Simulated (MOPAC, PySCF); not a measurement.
C9H6BNS, SMILES `Bc1cc2c(s1)c(C#N)ccc2`, neutral singlet in the gas phase. 

Cartesian coordinates (Å):
SMILES: Bc1cc2cccc(C#N)c2s1
```xyz
18

B      3.6711    -0.8066    -0.1496
C      2.1781    -0.4833    -0.0899
C      1.5846     0.7426     0.1669
C      0.1600     0.7151     0.1527
C     -0.7609     1.7643     0.3699
C     -2.1235     1.5080     0.3075
C     -2.6026     0.2145     0.0303
C     -1.7192    -0.8504    -0.1905
C     -2.2058    -2.1632    -0.4718
N     -2.5937    -3.2381    -0.7019
C     -0.3281    -0.5960    -0.1284
S      0.9587    -1.7242    -0.3601
H      4.4584     0.0880     0.0447
H      4.0589    -1.9240    -0.3851
H      2.1736     1.6424     0.3614
H     -0.3917     2.7710     0.5857
H     -2.8404     2.3158     0.4747
H     -3.6774     0.0239    -0.0164
```
Charge 0, spin multiplicity 1.

All levels are single points at this geometry (r2SCAN-D4/def2-SVP); Pople sets use spherical d functions. Orbital energies aren't observables, and empty levels follow the basis.

HF/6-31G* in PySCF gives HOMO (eV) = -8.69.

Q: Estimate the HOMO (eV) from each of these levels: r2SCAN-D4/def2-TZVP in PySCF; B3LYP/3-21G in PySCF; B3LYP/6-31G* in PySCF; B3LYP/LANL2DZ in PySCF; BP86/6-31G* in PySCF; PBE/6-31G* in PySCF; SVWN5/6-31G* in PySCF; HF/3-21G in PySCF; HF/STO-3G in PySCF; AM1 in MOPAC; PM6 in MOPAC; PM7 in MOPAC.

A: 
```tsv
level	HOMO (eV)
r2SCAN-D4/def2-TZVP in PySCF	-6.37
B3LYP/3-21G in PySCF	-6.76
B3LYP/6-31G* in PySCF	-6.65
B3LYP/LANL2DZ in PySCF	-6.91
BP86/6-31G* in PySCF	-6.07
PBE/6-31G* in PySCF	-5.98
SVWN5/6-31G* in PySCF	-6.15
HF/3-21G in PySCF	-8.86
HF/STO-3G in PySCF	-6.63
AM1 in MOPAC	-8.86
PM6 in MOPAC	-9.00
PM7 in MOPAC	-8.90
```
